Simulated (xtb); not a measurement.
F₅V, triplet, geometry from GFN2-xTB (such geometries of metal compounds can be far from the true shape) (the multiplicity is a formal guess); GFN0-xTB in xtb.

xtb was given this input:
```
$ xtb mol.xyz --gfn 0 --uhf 2 --json

# file mol.xyz
6

V     -0.06288497     0.02380204     0.08181286
F      1.20972327    -0.74300810     1.27915267
F     -1.33188431     0.78924621    -1.12022211
F      0.34042144     1.48956341     0.59064230
F      0.98234230    -0.37181783    -1.27801965
F     -1.03989665    -1.22481113     0.31936948
```

What the program printed (banner, timings and long lists left out):

```
   ID    Z sym.   atoms
    1   23 V      1
    2    9 F      2-6

           -------------------------------------------------
          |                Calculation Setup                |
           -------------------------------------------------

           -------------------------------------------------
          |                 G F N 0 - x T B                 |
           -------------------------------------------------

          ...................................................
          :                      SETUP                      :
          :.................................................:
          :  # basis functions                  30          :
          :  # atomic orbitals                  29          :
          :  # shells                           13          :
          :  # electrons                        40          :
          :  electronic temp.          300.0000000     K    :
          :  accuracy                    1.0000000          :
          :  -> integral cutoff          0.2500000E+02      :
          :  -> integral neglect         0.1000000E-07      :
          ...................................................

         :::::::::::::::::::::::::::::::::::::::::::::::::::::
         ::                     SUMMARY                     ::
         :::::::::::::::::::::::::::::::::::::::::::::::::::::
         :: total energy             -21.338478006980 Eh    ::
         :: gradient norm              0.066242240582 Eh/a0 ::
         :: HOMO-LUMO gap              0.407322195190 eV    ::
         ::.................................................::
         :: H0 energy                -21.132279185660 Eh    ::
         :: repulsion energy           0.033768060530 Eh    ::
         :: electrostat energy        -0.238758669496 Eh    ::
         :: -> Gsolv                   0.000000000000 Eh    ::
         ::    -> Gsasa                0.000000000000 Eh    ::
         ::    -> Gshift               0.000000000000 Eh    ::
         :: dispersion energy         -0.001208212354 Eh    ::
         :: short-range corr.          0.000000000000 Eh    ::
         :: add. restraining           0.000000000000 Eh    ::
         :: total charge              -0.000000000000 e     ::
         :::::::::::::::::::::::::::::::::::::::::::::::::::::

           -------------------------------------------------
          |                Property Printout                |
           -------------------------------------------------

    * Orbital Energies and Occupations

         #    Occupation            Energy/Eh            Energy/eV
      -------------------------------------------------------------
         1        2.0000           -0.8598916             -23.3988
       ...           ...                  ...                  ...
         9        1.9982           -0.4441719             -12.0865
        10        1.9979           -0.4440352             -12.0828
        11        1.9957           -0.4433686             -12.0647
        12        1.9936           -0.4429823             -12.0542
        13        1.9903           -0.4425830             -12.0433
        14        1.9560           -0.4411159             -12.0034
        15        1.9496           -0.4409793             -11.9997
        16        1.9207           -0.4405203             -11.9872
        17        1.9022           -0.4403014             -11.9812
        18        1.8685           -0.4399843             -11.9726
        19        1.7977           -0.4394944             -11.9593
        20        1.6315           -0.4387028             -11.9377
        21        0.9996           -0.2999113              -8.1610 (HOMO)
        22        0.0004           -0.2849424              -7.7537 (LUMO)
        23                         -0.2505058              -6.8166
        24                         -0.2116240              -5.7586
        25                         -0.0725989              -1.9755
        26                          0.2787908               7.5863
        27                          0.3138918               8.5414
        28                          0.3375428               9.1850
        29                          0.5704476              15.5227
      -------------------------------------------------------------
                  HL-Gap            0.0149688 Eh            0.4073 eV
             Fermi-level            0.0000000 Eh            0.0000 eV

     #   Z          covCN         q      C6AA      α(0)
     1  23 V        3.362     1.160   109.289    18.934
     2   9 F        0.669    -0.206    11.360     3.885
     3   9 F        0.669    -0.206    11.360     3.885
     4   9 F        0.675    -0.261    11.949     3.984
     5   9 F        0.674    -0.227    11.584     3.922
     6   9 F        0.675    -0.261    11.949     3.984

 Mol. C6AA /au·bohr⁶  :        733.708216
 Mol. C8AA /au·bohr⁸  :      31607.126274
 Mol. α(0) /au        :         38.593163

Wiberg/Mayer (AO) data.
largest (>0.10) Wiberg bond orders for each atom

 ---------------------------------------------------------------------------
     #   Z sym  total        # sym  WBO       # sym  WBO       # sym  WBO
 ---------------------------------------------------------------------------
     1  23 V    2.357 --     6 F    0.590     4 F    0.590     5 F    0.460
                             2 F    0.358     3 F    0.358
     2   9 F    0.432 --     1 V    0.358
     3   9 F    0.432 --     1 V    0.358
     4   9 F    0.657 --     1 V    0.590
     5   9 F    0.491 --     1 V    0.460
     6   9 F    0.657 --     1 V    0.590
 ---------------------------------------------------------------------------

Topologies differ in total number of bonds
Writing topology from bond orders to xtbtopo.mol

 dipole moment from electron density (au)
     X       Y       Z
  -0.8420   0.3187   1.0954  total (Debye):    3.604

           -------------------------------------------------
          | TOTAL ENERGY              -21.338478006980 Eh   |
          | GRADIENT NORM               0.066242240582 Eh/α |
          | HOMO-LUMO GAP               0.407322195190 eV   |
           -------------------------------------------------

normal termination of xtb
```
